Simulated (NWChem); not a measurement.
Species: CH8OSi2; SMILES [SiH2]([SiH2]C)O

```xyz
12

C      0.9525    -2.1071    -0.3278
Si    -0.5177    -1.0872     0.3024
Si    -0.4262     1.1815    -0.3278
O      0.8913     1.9957     0.3224
H      0.8841    -3.1439     0.0197
H      1.9015    -1.6920     0.0285
H      0.9815    -2.1183    -1.4228
H     -1.7958    -1.6653    -0.2138
H     -0.5799    -1.1734     1.7945
H     -0.2562     1.3113    -1.7993
H     -1.7173     1.8398     0.0468
H      0.9513     1.9982     1.2879
```
Atoms are numbered in this order, from 1.

Program: NWChem. Pople sets run with spherical d functions. Coordinates come from a B3LYP/6-31G* (spherical d) optimisation.

**Question.** What does the run give for TPSSh/6-31G*? Quantities: highest occupied level (eV); orbital gap (eV); dipole (D).

**Answer.** 
```yaml
highest occupied level (eV): -6.86
orbital gap (eV): 6.55
dipole (D): 1.31
```
